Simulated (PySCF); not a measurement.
# SiBCl5O

SiBCl5O is a molecule drawn as a unit of a network glass or zeolite (built as: B3 Si, Cl ends, O bridges), neutral, singlet. The structure, one conformer, was relaxed in the gas phase by PBE0-D3(BJ)/def2-SVP. No frequency run checks that it is a minimum.

SMILES: ClB(Cl)O[Si](Cl)(Cl)Cl

| atom | x (Å) | y (Å) | z (Å) |
| --- | --- | --- | --- |
| Cl1 | 1.170 | 0.512 | 2.095 |
| Si2 | 1.131 | 0.035 | 0.121 |
| Cl3 | 1.494 | 1.678 | -1.017 |
| Cl4 | 2.505 | -1.403 | -0.274 |
| O5 | -0.344 | -0.596 | -0.269 |
| B6 | -1.637 | -0.226 | -0.232 |
| Cl7 | -2.115 | 1.361 | 0.349 |
| Cl8 | -2.856 | -1.353 | -0.776 |

Shieldings: GIAO PBE0/pcSseg-1. Shifts are against computed references at the same level: Si TMS (σ 352.0 ppm). Core levels by delta-SCF with SCAN, pcX-2 on the ionised atom and pcseg-1 elsewhere, spin-free X2C (2p3/2 is the spin-free 2p value less a third of a first-order spin-orbit splitting); from the vacuum level, for chosen atoms.

(1) Give the NMR and core-level values of the distinct atoms.

(2) By CAM-B3LYP/def2-SVPD (TDDFT singlets, Tamm-Dancoff triplets, ionisation by delta-SCF), where does absorption start, and what does vertical ionisation take?

Results:

(1) 
```json
{"atoms": "Cl1", "bonded to": "1 Si", "σ (ppm)": "789.6", "δ (ppm)": "-", "core level (eV)": "2p3/2 207.04"}
{"atoms": "Si2", "bonded to": "3 Cl + 1 O", "σ (ppm)": "364.6", "δ (ppm)": "-12.6", "core level (eV)": "-"}
{"atoms": "Cl3", "bonded to": "1 Si", "σ (ppm)": "789.9", "δ (ppm)": "-", "core level (eV)": "-"}
{"atoms": "Cl4", "bonded to": "1 Si", "σ (ppm)": "795.4", "δ (ppm)": "-", "core level (eV)": "-"}
{"atoms": "O5", "bonded to": "1 B + 1 Si", "σ (ppm)": "113.6", "δ (ppm)": "-", "core level (eV)": "1s 539.87"}
{"atoms": "B6", "bonded to": "2 Cl + 1 O", "σ (ppm)": "67.0", "δ (ppm)": "-", "core level (eV)": "1s 199.83"}
{"atoms": "Cl7", "bonded to": "1 B", "σ (ppm)": "737.4", "δ (ppm)": "-", "core level (eV)": "2p3/2 206.94"}
{"atoms": "Cl8", "bonded to": "1 B", "σ (ppm)": "747.0", "δ (ppm)": "-", "core level (eV)": "2p3/2 206.86"}
```

Values are those of this one static structure; atoms that internal rotation interchanges would show their mean in an NMR spectrum.

The core-hole state of B6 is spin-contaminated (⟨S²⟩ 0.80 against 0.75 for a pure doublet), so that value and differences from it are less sure.

(2) The first singlet with intensity lies at 7.68 eV (f 0.132); what lies below it is dark. The lowest singlet lies at 6.68 eV (f 0.000), the strongest of the first 6 at 7.68 eV (f 0.132), the lowest triplet at 6.52 eV; vertical ionisation takes 11.85 eV.

The 3 runs behind this took 2.6 min in all, one thread each of AMD EPYC 9R45 96-Core on a shared host, launched as `OMP_NUM_THREADS=1 python cluster_run.py task.json out`.
